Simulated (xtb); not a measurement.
B(Cl)(F)(OAc) (C₂H₃BClFO₂), SMILES CC(=O)OB(F)Cl. All values are semi-empirical tight-binding results from xtb (GFN2-xTB unless named), good for trends rather than for accurate numbers. Geometry: GFN2-xTB. Other conformers were not sampled.

Optimised geometry:

```xyz
10

B      0.7294     0.4292     0.6169
Cl     0.1831    -0.6028     1.8696
F      1.7277     1.2620     0.8728
O      0.2930     0.4486    -0.6573
C     -0.8128    -0.1428    -1.2251
C     -0.6623    -0.2127    -2.7106
O     -1.7453    -0.5046    -0.5801
H     -1.5603    -0.6334    -3.1520
H      0.2003    -0.8282    -2.9567
H     -0.4802     0.7861    -3.1005
```
Charge 0, spin multiplicity 1.

Q: Estimate the properties. (Estimate from the structure and the level; the computed values follow.)

A: 
```json
{
 "orbital_gap": "4.32 eV",
 "dipole_moment": "3.75 D",
 "zero_point_energy": "36.0 kcal/mol",
 "G − E(el) at 298.15 K (modified RRHO)": "14.8 kcal/mol",
 "static polarisability (D4 model)": "60.9 bohr³",
 "solvation energy, GFN2-xTB/ALPB(water)": "-3.9 kcal/mol",
 "solvation energy, GFN2-xTB/ALPB(methanol)": "-6.2 kcal/mol"
}
```

Q: Give the atomic charges and the Wiberg bond orders between heavy atoms. (The exact figures need the calculation; the answer reports its results.)

A: charges (e) B1 0.58, Cl2 -0.19, F3 -0.25, O4 -0.31, C5 0.37, C6 -0.15, O7 -0.34, H8 0.09, H9 0.10, H10 0.10. Bond orders B1–Cl2 1.10, B1–F3 1.06, B1–O4 1.15, O4–C5 1.00, C5–C6 1.01, C5–O7 1.85.
